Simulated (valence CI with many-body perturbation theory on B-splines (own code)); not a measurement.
**How close is CI+MBPT for Cr+?**

Calculated by configuration interaction combined with many-body perturbation theory (CI+MBPT): five valence electrons over a frozen Dirac-Fock core [Ar], radial functions for each j: 7 s, 7 p, 8 d, 6 f, 4 g, 1 h, with the one-electron correlation potential Σ1, the two-electron term Σ2, the three-electron term Σ3, Breit, model QED; selected CI, second order for the rest, scaled by the run's own slope (own B-spline code, finite nucleus).

Against 33 measured levels this calculation errs by 3136 cm⁻¹ on average and by 4251 at most. These come from a selection out of the NIST Handbook of Basic Atomic Spectroscopic Data. Levels without a partner in it may be off by more, other configurations by 1,000 to 4,000 cm⁻¹. Among the levels kept, up to 3000 cm⁻¹ of a level comes from second order outside the variational space, and about a tenth of that is noise between levels of different J, which matters for small intervals.

Measured levels: NIST Handbook of Basic Atomic Spectroscopic Data (Sansonetti and Martin, J. Phys. Chem. Ref. Data 34, 1559 (2005)). Pairs share parity and J, and are chosen by configuration, term and nearness in energy; levels without a clear partner are left out. Energies in cm⁻¹ above the measured ground level.

Names give the largest LS component (configuration and term), which can be under half, so a name can repeat, a term be missing and a line seem to break the LS rules; names also repeat where a configuration has a term twice. Letters in brackets count levels of one name in rising energy.

| Computed label | Label in the source | Measured | Computed | Difference |
| --- | --- | --- | --- | --- |
| 3d5 6S_5/2 | 3d5 a 6S | 0 | 0.0 | 0 |
| 3d4 4s 6D_1/2 | 3d4(5D) 4s a 6D | 11961.8 | 8731.8 | -3230 |
| 3d4 4s 6D_3/2 | 3d4(5D) 4s a 6D | 12032.6 | 8824.0 | -3209 |
| 3d4 4s 6D_5/2 | 3d4(5D) 4s a 6D | 12147.8 | 8950.7 | -3197 |
| 3d4 4s 6D_7/2 | 3d4(5D) 4s a 6D | 12303.9 | 9098.4 | -3205 |
| 3d4 4s 6D_9/2 | 3d4(5D) 4s a 6D | 12496.4 | 9275.6 | -3221 |
| 3d4 4s 4D_1/2 [a] | 3d4(5D) 4s a 4D | 19528.2 | 16204.4 | -3324 |
| 3d4 4s 4D_3/2 [a] | 3d4(5D) 4s a 4D | 19631.2 | 16329.7 | -3302 |
| 3d4 4s 4D_5/2 [a] | 3d4(5D) 4s a 4D | 19797.9 | 16504.1 | -3294 |
| 3d4 4s 4D_7/2 [a] | 3d4(5D) 4s a 4D | 20024.0 | 16722.9 | -3301 |
| 3d5 4G_5/2 | 3d5 a 4G | 20512.1 | 19844.1 | -668 |
| 3d5 4G_11/2 | 3d5 a 4G | 20512.1 | 19851.1 | -661 |
| 3d5 4G_7/2 | 3d5 a 4G | 20517.8 | 19850.7 | -667 |
| 3d5 4G_9/2 | 3d5 a 4G | 20519.3 | 19856.9 | -662 |
| 3d5 4P_5/2 | 3d5 a 4P | 21822.5 | 21638.1 | -184 |
| 3d5 4P_1/2 | 3d5 a 4P | 21823.8 | 21587.1 | -237 |
| 3d5 4P_3/2 | 3d5 a 4P | 21824.1 | 21612.8 | -211 |
| 3d4 4p 6F°_1/2 | 3d4(5D) 4p z 6F° | 46823.4 | 42616.3 | -4207 |
| 3d4 4p 6F°_3/2 | 3d4(5D) 4p z 6F° | 46905.2 | 42731.8 | -4173 |
| 3d4 4p 6F°_5/2 | 3d4(5D) 4p z 6F° | 47040.3 | 42887.8 | -4153 |
| 3d4 4p 6F°_7/2 | 3d4(5D) 4p z 6F° | 47227.2 | 43067.4 | -4160 |
| 3d4 4p 6F°_9/2 | 3d4(5D) 4p z 6F° | 47464.6 | 43274.0 | -4191 |
| 3d4 4p 6F°_11/2 | 3d4(5D) 4p z 6F° | 47751.6 | 43525.5 | -4226 |
| 3d4 4p 6P°_3/2 | 3d4(5D) 4p z 6P° | 48398.9 | 44322.3 | -4077 |
| 3d4 4p 6P°_5/2 | 3d4(5D) 4p z 6P° | 48491.1 | 44437.2 | -4054 |
| 3d4 4p 6P°_7/2 | 3d4(5D) 4p z 6P° | 48632.1 | 44583.8 | -4048 |
| 3d4 4p 4P°_1/2 [a] | 3d4(5D) 4p z 4P° | 48749.4 | 44498.8 | -4251 |
| 3d4 4p 4P°_3/2 [a] | 3d4(5D) 4p z 4P° | 49005.9 | 44789.7 | -4216 |
| 3d4 4p 4P°_5/2 [a] | 3d4(5D) 4p z 6D° | 49351.8 | 45167.9 | -4184 |
| 3d4 4p 6D°_1/2 | 3d4(5D) 4p z 6D° | 49492.8 | 45252.0 | -4241 |
| 3d4 4p 6D°_3/2 | 3d4(5D) 4p z 6D° | 49564.6 | 45354.8 | -4210 |
| 3d4 4p 6D°_7/2 | 3d4(5D) 4p z 6D° | 49645.8 | 45499.9 | -4146 |
| 3d4 4p 6D°_5/2 | 3d4(5D) 4p z 4P° | 49706.3 | 45493.2 | -4213 |
| 3d4 4p 6D°_9/2 | 3d4(5D) 4p z 6D° | 49838.4 | 45661.2 | -4177 |

Over 33 excited levels the mean absolute difference is 3136 cm⁻¹, the median 4048 and the largest 4251. The comparison draws on a selection of the measured levels: 34 of the 202 computed ones have a partner in it, and others may be off by more.

Rates against NIST Handbook of Basic Atomic Spectroscopic Data (Sansonetti and Martin, J. Phys. Chem. Ref. Data 34, 1559 (2005)):

```tsv
λ vac, measured (nm)	Upper	Lower	A computed (s⁻¹)	A tabulated (s⁻¹)
205.63	3d4 4p 6P°_7/2	3d5 6S_5/2	1.46e+08	1.20e+08
206.22	3d4 4p 6P°_5/2	3d5 6S_5/2	1.42e+08	1.20e+08
206.62	3d4 4p 6P°_3/2	3d5 6S_5/2	1.39e+08	1.20e+08
283.65	3d4 4p 6F°_11/2	3d4 4s 6D_9/2	2.20e+08	2.00e+08
284.41	3d4 4p 6F°_9/2	3d4 4s 6D_7/2	1.76e+08	6.40e+07
285.07	3d4 4p 6F°_7/2	3d4 4s 6D_5/2	1.37e+08	9.20e+07
286.34	3d4 4p 6F°_7/2	3d4 4s 6D_7/2	7.49e+07	6.30e+07
```
